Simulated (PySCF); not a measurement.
A PySCF script (with the pyscf-properties extension) for the NMR shieldings of `InChI=1S/C4H7B/c1-3-2-4(3)5/h4H,1-2,5H2/t4-/m1/s1`, on a GFN2-xTB geometry:

```python
import basis_set_exchange as bse
import numpy as np
from pyscf import gto, dft
from pyscf.prop import nmr

atoms = """
B    -1.163038    1.120601    0.915911
C    -0.841163   -0.138470    0.099269
C     0.215122   -1.148927    0.595642
C     0.518342   -0.255323   -0.499571
C     1.342182    0.190497   -1.409727
H    -2.187478    1.668528    0.781096
H    -0.369475    1.540567    1.666478
H    -1.621568   -0.579266   -0.515384
H     0.040088   -2.195994    0.389958
H     0.666285   -0.962638    1.559889
H     1.071412    0.985867   -2.084934
H     2.330488   -0.226128   -1.524655
"""
names = dict.fromkeys(["B", "C", "H"], "pcSseg-1")
basis = {el: gto.basis.parse(bse.get_basis(n, elements=[el], fmt="nwchem")) for el, n in names.items()}
mol = gto.M(atom=atoms, basis=basis, charge=0, verbose=0)
mf = dft.RKS(mol, xc="PBE0")
mf.grids.level = 2
mf.grids.alignment = dft.numint.BLKSIZE   # the property module wants whole blocks of grid points
mf.conv_tol = 1e-9
mf.kernel()

calc = nmr.RKS(mf)   # GIAO
C = mf.mo_coeff
Co = C[:, mf.mo_occ > 0]
resp = mf.gen_response(singlet=True, hermi=2)
def vind(x):   # induced exchange potential for any number of trial vectors
    d = np.einsum("pi,xij,qj->xpq", C, 2 * x.reshape(-1, C.shape[1], Co.shape[1]), Co, optimize=True)
    return np.einsum("xpq,pi,qj->xij", resp(d - d.transpose(0, 2, 1)), C, Co, optimize=True).ravel()
mo1, _ = nmr.rhf.solve_mo1(calc, with_cphf=vind)
sigma = calc.kernel(mo1)
for i, s in enumerate(sigma):   # ppm
    w = np.linalg.eigvalsh((s + s.T) / 2)
    print("%2d %-2s iso %8.1f  s11 %8.1f  s22 %8.1f  s33 %8.1f" % (i, mol.atom_pure_symbol(i), w.mean(), *w))
```

Q: What does it print?

A: 
```
 0 B  iso     17.6  s11    -56.7  s22    -17.2  s33    126.8
 1 C  iso    159.8  s11    103.8  s22    169.8  s33    205.9
 2 C  iso    167.2  s11    144.4  s22    165.1  s33    192.0
 3 C  iso     42.3  s11    -44.1  s22     -2.3  s33    173.2
 4 C  iso     77.5  s11    -21.3  s22     87.4  s33    166.3
 5 H  iso     24.1  s11     17.8  s22     26.9  s33     27.7
 6 H  iso     24.9  s11     16.9  s22     28.5  s33     29.4
 7 H  iso     29.5  s11     24.6  s22     26.8  s33     37.0
 8 H  iso     29.8  s11     25.0  s22     26.5  s33     37.8
 9 H  iso     29.9  s11     24.9  s22     26.8  s33     37.9
10 H  iso     26.0  s11     23.7  s22     24.2  s33     30.3
11 H  iso     25.9  s11     23.6  s22     24.2  s33     29.7
```

These numbers come from an equivalent density-fitted implementation of the same equations, which agrees with the script to about 0.01 ppm for H and up to a few tenths of a ppm for heavy atoms, so last digits may differ.

Size and cost of the density-fitted run: 120 basis functions, 16 s wall time on 1 thread of an Arm Neoverse N1, shared host; peak memory 0.52 GiB.
